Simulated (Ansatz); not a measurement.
Molecule: CH3Br2Ga (charge 0, singlet). 
Coordinates optimised at B3LYP-D3(BJ)/def2-TZVP (Ansatz, an electronic-structure program):
SMILES: [Br][Ga]([CH3])[Br]
```xyz
7

C     -2.4703    -0.7236    -0.1808
Ga    -0.5919    -0.1758    -0.0496
Br     1.1476    -1.6847     0.0029
Br     0.0418     2.0348     0.0886
H     -2.5398    -1.7110    -0.6328
H     -3.0244     0.0050    -0.7701
H     -2.8933    -0.7589     0.8239
```

Total electronic energies in hartree. Cores are frozen in the correlated levels unless marked. Spin-orbit coupling is left out. Frozen are the shells of the preceding noble gas and the d and f shells that filled before the atom's block. Non-relativistic. CBS(X,Y): correlation extrapolated as X^-3; Hartree-Fock from the larger set (for Q and 5 zeta extrapolated as (X+1)exp(-9√X)).

```tsv
level	program	energy (Eh)
HF/6-31G	Ansatz	-7106.75207
r2SCAN/def2-TZVPD	Ansatz	-7113.15822
B97M-V/def2-TZVPD	Ansatz	-7111.92661
B3LYP-D3(BJ)/def2-TZVPD	Ansatz + dftd3	-7113.34160
PBE0-D3(BJ)/def2-TZVP	Ansatz + dftd3	-7112.32933
B2PLYP/def2-TZVPD	Ansatz	-7111.93192
CCSD/aug-cc-pVQZ	Ansatz	-7108.65353
CCSD(T)/cc-pVQZ	Ansatz	-7108.67761
CCSD(T)/CBS(cc-pVQZ,cc-pV5Z)	Ansatz	-7108.7154
```

Totals of different functionals don't rank their quality; only differences between species are comparable.
